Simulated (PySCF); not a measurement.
A structure optimised at r2SCAN-D4/def2-SVP, used in a PySCF frequency run:

```
W
S 1 2.1469
Cl 1 2.2758 2 93.99
Cl 1 2.2758 2 93.99 3 120.00
Cl 1 2.2758 2 93.99 3 -120.00
Cl 1 2.3995 3 86.01 2 180.00
```
Charge 0, spin multiplicity 1.

Question: Write its SMILES, formula and point group.

Answer: [S]=[W]([Cl])([Cl])([Cl])[Cl], Cl₄SW, C3v

Question: What are its rotational constants (standard atomic weights)?

Answer: 0.92198, 0.80788, 0.80788 GHz
